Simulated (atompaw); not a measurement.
## Reading a pseudo-wave (Be)

Columns: radius, all-electron u(r) and pseudo u(r) of the 2s shell (level -5.91 eV) of beryllium in the configuration [He] 2s1.5 2p0.5; PBE, scalar-relativistic, PAW (atompaw) scheme, atompaw 4.2.0.5.

| r (bohr) | all-electron | pseudo |
| --- | --- | --- |
| 0.115 | -0.2137 | 0.0577 |
| 0.231 | -0.2542 | 0.1154 |
| 0.346 | -0.2072 | 0.1718 |
| 0.462 | -0.1185 | 0.2273 |
| 0.577 | -0.0149 | 0.2805 |
| 0.692 | 0.0905 | 0.3315 |
| 0.808 | 0.1912 | 0.3803 |
| 0.923 | 0.2814 | 0.4256 |
| 1.038 | 0.3604 | 0.4673 |
| 1.154 | 0.4288 | 0.5055 |
| 1.269 | 0.4863 | 0.5391 |
| 1.385 | 0.5340 | 0.5684 |
| 1.500 | 0.5714 | 0.5927 |
| 1.615 | 0.5998 | 0.6120 |
| 1.731 | 0.6200 | 0.6264 |
| 1.846 | 0.6327 | 0.6357 |
| 1.962 | 0.6389 | 0.6401 |
| 2.077 | 0.6395 | 0.6399 |
| 2.192 | 0.6353 | 0.6354 |
| 2.308 | 0.6269 | 0.6269 |
| 2.423 | 0.6152 | 0.6152 |
| 2.538 | 0.6008 | 0.6008 |
| 2.654 | 0.5840 | 0.5840 |
| 2.769 | 0.5657 | 0.5657 |
| 2.885 | 0.5458 | 0.5458 |
| 3.000 | 0.5253 | 0.5253 |

Question: How many radial nodes do the two functions have?

Answer: The all-electron 2s function has n − l − 1 = 1; the pseudo-wave has 0, since the states of the same l below it are removed with the core.

Question: At about which radius was the pseudo-wave matched?

Answer: 2.50 bohr. The columns agree to 0.0005 from 2.08 bohr on; several derivatives are matched, so the curves merge somewhat inside the radius.

Question: Is the pseudo-wave norm-conserving?

Answer: No, it belongs to a PAW set: the norm inside the radius is not constrained, and the difference is carried by the augmentation charge.
